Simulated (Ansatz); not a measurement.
Single points on Si(iPr)H3 (C3H10Si).

```yaml
crystal:
  periodic: [false, false, false]
  atoms:
    - {symbol: Si, position_ang: [0.191736, 0.362657, -1.635354]}
    - {symbol: C, position_ang: [0.175158, 0.324375, 0.260191]}
    - {symbol: C, position_ang: [0.977221, -0.860618, 0.798592]}
    - {symbol: C, position_ang: [-1.255278, 0.336318, 0.800185]}
    - {symbol: H, position_ang: [0.676066, 1.258104, 0.578372]}
    - {symbol: H, position_ang: [2.022160, -0.847341, 0.450790]}
    - {symbol: H, position_ang: [0.534668, -1.820393, 0.482904]}
    - {symbol: H, position_ang: [0.994581, -0.858227, 1.901709]}
    - {symbol: H, position_ang: [-1.262001, 0.357899, 1.903189]}
    - {symbol: H, position_ang: [-1.825603, 1.210545, 0.448478]}
    - {symbol: H, position_ang: [-1.807243, -0.566625, 0.489355]}
    - {symbol: H, position_ang: [1.596393, 0.373114, -2.153668]}
    - {symbol: H, position_ang: [-0.515114, 1.579511, -2.146674]}
    - {symbol: H, position_ang: [-0.502745, -0.849318, -2.178069]}
basis:
  gaussian: {orbitals: def2-TZVP, initial_orbitals: start.molden}
hamiltonian: {xc: {name: LC-wPBE, parameters: {omega: 0.3/bohr}}}
scf: {omitted_lower_state_checks: [starts]}
output: {orbitals: {seedname: orbitals}}
```

The file start.molden holds the orbitals of an earlier run on this structure, at another level or in another basis.

```sh
$ ansatz run in.yaml --threads 4 --pin off --events-out ev --progress --plain --max-ram 3916MiB
```

Shortened log:

```
Functional definition: LC-wPBE
1232 factors; their error is unknown
379 factors; integrals over basis functions are off by at most 1.4e-5 eV
mean field evaluation 1: about -11147.9807 eV, gradient 8.3e0 eV
mean field evaluation 2: about -11148.0477 eV, gradient 8.1e-2 eV
mean field evaluation 4: about -11148.0126 eV, gradient 3.1e-4 eV
mean field -11148.01260769 eV, -409.6819069384 hartree, gradient 8.1e-6 eV, S^2 0.000000; 0 other end points of the search recorded, 0 dependent functions left out
reference -11148.01260771 eV, -409.6819069389 hartree; 21, 21 occupied and 169, 169 virtual orbitals, 1232 factors
Total energy: -11148.01260771 eV, -409.6819069389 hartree
Checks for a lower state left out: starts
```

Run time 1.6 s (4 threads of Intel Xeon on a shared host).

First input, but with `gaussian: {orbitals: 6-31G}`, `hamiltonian: {xc: {name: B3LYP}, dispersion: d4}` (abridged; 0.7 s):

```
Functional definition: B3LYP
mean field evaluation 16: about -11150.4250 eV, gradient 5.3e-5 eV
mean field -11150.42499078 eV, -409.7705603815 hartree, gradient 5.3e-5 eV, S^2 0.000000
Total energy: -11150.85780628 eV, -409.7864660578 hartree
Checks for a lower state left out: starts
```

The first input with `hamiltonian: {xc: r2scan, dispersion: d4}` (abridged; 2.1 s):

```
Functional definition: r2SCAN
mean field -11150.36733125 eV, -409.7684414332 hartree, gradient 1.6e-5 eV, S^2 0.000000
Total energy: -11150.43606940 eV, -409.7709675134 hartree
Checks for a lower state left out: starts
```

Geometry: PBE0-D4/def2-SVP.

B3LYP takes the VWN-RPA correlation.
